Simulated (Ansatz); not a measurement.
Consider the ligand exchange at a Zn–C bond: `C[CH2][Zn][OH]` + H₂S → `[OH][Zn][SH]` + ethane.

Computed with Ansatz on PBE0-D4/def2-TZVP structures; ΔE is electronic, products minus reactants. CCSD(T)/CBS adds triple-zeta CCSD(T) − MP2 to the extrapolated MP2 energy (def2 sets, frozen cores). This one scheme is used for every species. Functionals use def2-TZVPP. HSE06 is defined as in plane-wave codes. For Zn outer-core shells are correlated without core-valence functions, which leaves a few kJ/mol of doubt a bond. Scalar relativity is left out up to krypton. One conformer a species, not always the lowest.

`C[CH2][Zn][OH]`:

Cartesian coordinates in Å:
```
C 0.797 -1.211 0.373
C 0.762 0.300 0.156
Zn -0.918 1.004 -0.493
O -2.407 1.682 -1.198
H 0.593 -1.762 -0.548
H 1.777 -1.540 0.734
H 0.059 -1.536 1.111
H 1.001 0.824 1.087
H 1.535 0.599 -0.560
H -3.199 1.641 -0.662
```

H₂S:

Z-matrix (Å, degrees):
```
S
H 1 1.341
H 1 1.341 2 92.3
```

`[OH][Zn][SH]`:

Cartesian coordinates in Å:
```
O -0.721 -0.650 -1.607
Zn 0.197 -0.073 -0.204
S 1.386 0.504 1.490
H -1.268 0.005 -2.044
H 0.407 0.215 2.365
```

`CC`:

Z-matrix (Å, degrees):
```
C
C 1 1.519
H 1 1.093 2 111.4
H 1 1.093 2 111.4 3 120.0
H 1 1.093 2 111.4 3 -120.0
H 2 1.093 1 111.4 3 180.0
H 2 1.093 1 111.4 3 -60.0
H 2 1.093 1 111.4 3 60.0
```

CCSD(T)/CBS gives -119.6 kJ/mol.

Question: Another level gave -119.8 kJ/mol. Which?
A. LDA (SPW92)/def2-TZVPP
B. HSE06/def2-TZVPP
C. PBE/def2-TZVPP
D. BHLYP-D4/def2-TZVPP

Answer: B. HSE06 -119.8, PBE -112.0, BHLYP-D4 -125.5, LDA (SPW92) -106.0 kJ/mol.

Question: What do rigid-rotor, harmonic-oscillator terms from PBE0-D4/def2-TZVP frequencies (298.15 K, 1 bar) make of the CCSD(T)/CBS value? (Best estimate.)

Answer: Computed: ΔZPE = +10.5 kJ/mol, ΔH = -110.9 kJ/mol, ΔS = -16 J/(mol·K), ΔG = -106.3 kJ/mol. Modes under 50 cm⁻¹ make the entropy rough.

Largest T1 diagnostic among the species: 0.016.

Leaving LDA and LC-ωPBE aside and taking each functional with its dispersion term where it has one, the values, not all of them listed here, spread over 16.5 kJ/mol, from BHLYP-D4 to BLYP-D4. LDA lies +6.0 kJ/mol from PBE without D4. At CCSD(T), def2-SVP lies +9.4 kJ/mol from the extrapolated value and def2-TZVPP +6.4 kJ/mol. From PBE to PBE0 (25 % exact exchange), in def2-TZVPP and without D4, ΔE moves by −7.6 kJ/mol.

CCSD(T)/CBS has its own doubt, a few kJ/mol and more with outer-core shells, so smaller differences from it don't rank the levels.
